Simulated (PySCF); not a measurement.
C3H7NSi, SMILES [SiH3]C1=NCC1.

Geometry: PBE0-D3(BJ)/def2-SVP. This is a generated structure with no PubChem entry under its InChIKey; it may be hypothetical.

Method: PBE0-D3(BJ)/def2-SVP (PySCF 2.14.0).

Frequencies are harmonic and unscaled.

### Question
Estimate the vibrational spectrum. (The exact figures need the calculation; the answer reports its results.)

### Answer

```json
[
 {"mode": "1", "ν (cm⁻¹)": "74", "IR (km/mol)": "0.3", "Raman (Å⁴/amu)": "0.1", "depolarisation": "0.75", "moving atoms (share of kinetic energy)": "H 90 %"},
 {"mode": "2", "ν (cm⁻¹)": "178", "IR (km/mol)": "1.9", "Raman (Å⁴/amu)": "0.9", "depolarisation": "0.75", "moving atoms (share of kinetic energy)": "H 41 %, C 41 %, N 14 %"},
 {"mode": "3", "ν (cm⁻¹)": "204", "IR (km/mol)": "4.2", "Raman (Å⁴/amu)": "0.1", "depolarisation": "0.74", "moving atoms (share of kinetic energy)": "C 43 %, H 30 %, N 19 %"},
 {"mode": "4", "ν (cm⁻¹)": "348", "IR (km/mol)": "3.4", "Raman (Å⁴/amu)": "0.9", "depolarisation": "0.75", "moving atoms (share of kinetic energy)": "H 51 %, C 31 %, N 18 %"},
 {"mode": "5", "ν (cm⁻¹)": "454", "IR (km/mol)": "6.9", "Raman (Å⁴/amu)": "10.0", "depolarisation": "0.28", "moving atoms (share of kinetic energy)": "Si 54 %, C 23 %, H 12 %, N 11 %"},
 {"mode": "6", "ν (cm⁻¹)": "626", "IR (km/mol)": "39.7", "Raman (Å⁴/amu)": "9.8", "depolarisation": "0.75", "moving atoms (share of kinetic energy)": "H 77 %, Si 13 %"},
 {"mode": "7", "ν (cm⁻¹)": "641", "IR (km/mol)": "42.8", "Raman (Å⁴/amu)": "5.8", "depolarisation": "0.75", "moving atoms (share of kinetic energy)": "H 79 %, C 11 %, Si 9 %"},
 {"mode": "8", "ν (cm⁻¹)": "774", "IR (km/mol)": "2.7", "Raman (Å⁴/amu)": "2.3", "depolarisation": "0.75", "moving atoms (share of kinetic energy)": "H 83 %, C 16 %"},
 {"mode": "9", "ν (cm⁻¹)": "898", "IR (km/mol)": "217.9", "Raman (Å⁴/amu)": "13.6", "depolarisation": "0.62", "moving atoms (share of kinetic energy)": "H 77 %, C 13 %"},
 {"mode": "10", "ν (cm⁻¹)": "913", "IR (km/mol)": "32.0", "Raman (Å⁴/amu)": "8.2", "depolarisation": "0.69", "moving atoms (share of kinetic energy)": "C 52 %, H 33 %, N 12 %"},
 {"mode": "11", "ν (cm⁻¹)": "931", "IR (km/mol)": "39.6", "Raman (Å⁴/amu)": "25.4", "depolarisation": "0.75", "moving atoms (share of kinetic energy)": "H 97 %"},
 {"mode": "12", "ν (cm⁻¹)": "945", "IR (km/mol)": "41.9", "Raman (Å⁴/amu)": "24.7", "depolarisation": "0.72", "moving atoms (share of kinetic energy)": "H 96 %"},
 {"mode": "13", "ν (cm⁻¹)": "951", "IR (km/mol)": "19.7", "Raman (Å⁴/amu)": "13.2", "depolarisation": "0.43", "moving atoms (share of kinetic energy)": "C 57 %, H 37 %"},
 {"mode": "14", "ν (cm⁻¹)": "1012", "IR (km/mol)": "6.5", "Raman (Å⁴/amu)": "4.2", "depolarisation": "0.29", "moving atoms (share of kinetic energy)": "N 52 %, C 29 %, H 18 %"},
 {"mode": "15", "ν (cm⁻¹)": "1038", "IR (km/mol)": "1.0", "Raman (Å⁴/amu)": "1.2", "depolarisation": "0.75", "moving atoms (share of kinetic energy)": "H 61 %, C 36 %"},
 {"mode": "16", "ν (cm⁻¹)": "1098", "IR (km/mol)": "3.2", "Raman (Å⁴/amu)": "5.2", "depolarisation": "0.75", "moving atoms (share of kinetic energy)": "H 73 %, C 20 %"},
 {"mode": "17", "ν (cm⁻¹)": "1142", "IR (km/mol)": "11.4", "Raman (Å⁴/amu)": "3.2", "depolarisation": "0.21", "moving atoms (share of kinetic energy)": "C 64 %, H 32 %"},
 {"mode": "18", "ν (cm⁻¹)": "1154", "IR (km/mol)": "0.0", "Raman (Å⁴/amu)": "5.3", "depolarisation": "0.75", "moving atoms (share of kinetic energy)": "H 87 %, C 12 %"},
 {"mode": "19", "ν (cm⁻¹)": "1252", "IR (km/mol)": "3.2", "Raman (Å⁴/amu)": "0.7", "depolarisation": "0.15", "moving atoms (share of kinetic energy)": "C 55 %, H 44 %"},
 {"mode": "20", "ν (cm⁻¹)": "1291", "IR (km/mol)": "7.9", "Raman (Å⁴/amu)": "3.4", "depolarisation": "0.42", "moving atoms (share of kinetic energy)": "C 49 %, H 49 %"},
 {"mode": "21", "ν (cm⁻¹)": "1423", "IR (km/mol)": "5.3", "Raman (Å⁴/amu)": "25.7", "depolarisation": "0.74", "moving atoms (share of kinetic energy)": "H 91 %, C 9 %"},
 {"mode": "22", "ν (cm⁻¹)": "1454", "IR (km/mol)": "2.8", "Raman (Å⁴/amu)": "22.5", "depolarisation": "0.41", "moving atoms (share of kinetic energy)": "H 85 %, C 14 %"},
 {"mode": "23", "ν (cm⁻¹)": "1657", "IR (km/mol)": "5.8", "Raman (Å⁴/amu)": "15.3", "depolarisation": "0.22", "moving atoms (share of kinetic energy)": "C 56 %, N 42 %"},
 {"mode": "24", "ν (cm⁻¹)": "2229", "IR (km/mol)": "75.1", "Raman (Å⁴/amu)": "227.2", "depolarisation": "0.04", "moving atoms (share of kinetic energy)": "H 98 %"},
 {"mode": "25", "ν (cm⁻¹)": "2230", "IR (km/mol)": "102.9", "Raman (Å⁴/amu)": "96.8", "depolarisation": "0.75", "moving atoms (share of kinetic energy)": "H 96 %"},
 {"mode": "26", "ν (cm⁻¹)": "2264", "IR (km/mol)": "79.2", "Raman (Å⁴/amu)": "118.0", "depolarisation": "0.37", "moving atoms (share of kinetic energy)": "H 96 %"},
 {"mode": "27", "ν (cm⁻¹)": "3071", "IR (km/mol)": "30.3", "Raman (Å⁴/amu)": "174.8", "depolarisation": "0.25", "moving atoms (share of kinetic energy)": "H 95 %"},
 {"mode": "28", "ν (cm⁻¹)": "3081", "IR (km/mol)": "12.3", "Raman (Å⁴/amu)": "171.3", "depolarisation": "0.03", "moving atoms (share of kinetic energy)": "H 94 %"},
 {"mode": "29", "ν (cm⁻¹)": "3134", "IR (km/mol)": "4.4", "Raman (Å⁴/amu)": "116.7", "depolarisation": "0.75", "moving atoms (share of kinetic energy)": "H 90 %, C 10 %"},
 {"mode": "30", "ν (cm⁻¹)": "3148", "IR (km/mol)": "12.1", "Raman (Å⁴/amu)": "74.9", "depolarisation": "0.75", "moving atoms (share of kinetic energy)": "H 90 %, C 10 %"}
]
```
